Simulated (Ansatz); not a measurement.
Frontier orbitals of `[I][Hf]([I])([I])[I]`.

```xyz
5

I    -1.1340   -1.7263    1.7016
Hf    0.0000    0.0000    0.0000
I     1.7306    1.5525    1.3253
I     1.2971   -1.3523   -1.9106
I    -1.8937    1.5262   -1.1163
```

The species carries charge 0 and has multiplicity 1. Correlated methods include outer-core shells of Hf, I, which these sets cover unevenly. I, Hf takes the def2 core potential. All single points use the PBE0-D4/def2-TZVP geometry. Basis def2-TZVPP, Ansatz 0.2.0.

A caution on the coupled-cluster cation, which keeps the state that its UHF reference found: it lies well above the hybrids' cation and may not be the lowest state.

Orbital energies of one run (eV). Highest occupied ones, from the top: -7.52, -7.52, -7.52, -8.26, -8.26, -8.26, -8.54, -8.54, -8.92, -8.92, -8.92, -10.02, -19.07, -19.07. Empty: -2.96, -2.96, -2.40, -2.40, -2.40, -0.61.

Q: Which functional gave them?
A. BHLYP
B. LC-ωPBE
C. HSE06 (plane-wave form)
D. PBE

A: C. HOMO energies: HSE06 -7.52, BHLYP -8.80, PBE -6.82, LC-ωPBE -10.38 eV.

LC-ωPBE has ω = 0.4 bohr⁻¹.
